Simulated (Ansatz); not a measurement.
Reaction (formal exchange of groups at a B–Ge bond): `OC[B](Cl)[GeH3]` + `C=CC(=O)O` → `C=CB(Cl)CO` + `O=[C](O)[GeH3]`

Program: Ansatz. Geometries: PBE0-D4/def2-TZVP. ΔE: electronic, gas phase. CBS: MP2 limit from def2 TZ/QZ plus the TZ coupled-cluster correction, frozen cores. DFT in def2-TZVPP. B3LYP here is the variant with VWN-RPA as its local correlation; programs differ in this. For Ge outer-core shells are correlated without core-valence functions, which leaves a few kJ/mol of doubt a bond. Scalar relativity is left out up to krypton. One conformer a species, not always the lowest.

```csv
level,ΔE (kJ/mol),difference from CCSD(T)/CBS
r2SCAN-D4,-10.5,1.1
PBE0-D4,-8.3,3.3
ωB97X-V,-12.8,-1.2
PBE0,-8.5,3.1
B3LYP,-15.8,-4.2
MP2/def2-TZVPP,-17.8,-6.2
CCSD/def2-TZVPP,-13.0,-1.4
SCS-MP2/def2-QZVPP,-17.7,-6.1
MP2/CBS(def2),-15.6,-4.0
CCSD/CBS(def2),-10.9,0.7
CCSD(T)/CBS,-11.6,0
```

Largest T1 diagnostic among the species: 0.015.
